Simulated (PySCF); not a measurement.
Zn(F)(SH) (FHSZn), SMILES [F][Zn][SH]. Atoms are numbered in the order given.

```xyz
4

Zn    -0.0075     0.3707     0.0000
F      0.0177     2.1217     0.0000
S     -0.0750    -1.7712     0.0000
H      1.2663    -1.8780     0.0000
```
Charge 0, spin multiplicity 1.

The structure is a stationary point at TPSSh-D3(BJ)/def2-TZVP. The values are those of a single conformer.

Level of theory: CAM-B3LYP/def2-TZVPD run with PySCF.

Gas-phase values at a fixed geometry.

### Question
Estimate the frontier levels, gap, dipole moment and polarisability. (The exact figures need the calculation; the answer reports its results.)

### Answer

- highest occupied level = -9.21 eV
- lowest empty level = -0.70 eV
- orbital gap = 8.50 eV
- dipole moment = 1.67 D
- quadrupole, principal values (traceless, Buckingham form, about the centre of nuclear charge) = -12.65, 3.28, 9.37 D·Å
- mean static polarisability = 44.2 bohr³ (6.56 Å³)
- polarisability, principal values = 37.1, 37.8, 57.8 bohr³
